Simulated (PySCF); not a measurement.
SMILES F[Si](F)(/C=C\B)F, GFN2-xTB optimised geometry.

```
11

B      0.65    -1.59     2.28
C      1.09    -0.88     0.98
C      0.35    -0.36     0.00
Si    -1.50    -0.36     0.00
F     -2.17    -1.07    -1.25
F     -2.18     1.09     0.00
F     -2.16    -1.09     1.25
H      0.54    -2.75     2.30
H      0.52    -0.96     3.26
H      2.18    -0.82     0.86
H      0.84     0.10    -0.85
```

Density from B3LYP/def2-TZVP (PySCF) at that geometry.

Minimum of the electron density along straight lines between bonded atoms, close to the bond critical point (lines longer than 1.1 times the sum of covalent radii, or with two minima, are not listed):

```csv
bond,length / Å,ρ at the minimum / e bohr⁻³,∇²ρ there / e bohr⁻⁵,position (fraction from the first atom)
B1–C2,1.542,0.197,-0.24,0.33
C2–C3,1.337,0.344,-1.03,0.51
C3–Si4,1.852,0.133,0.14,0.61
Si4–F5,1.590,0.144,1.00,0.42
Si4–F6,1.590,0.143,1.00,0.42
Si4–F7,1.590,0.143,1.01,0.42
B1–H8,1.168,0.197,-0.41,0.44
B1–H9,1.167,0.197,-0.41,0.44
C2–H10,1.090,0.278,-0.97,0.64
C3–H11,1.084,0.283,-0.99,0.64
```
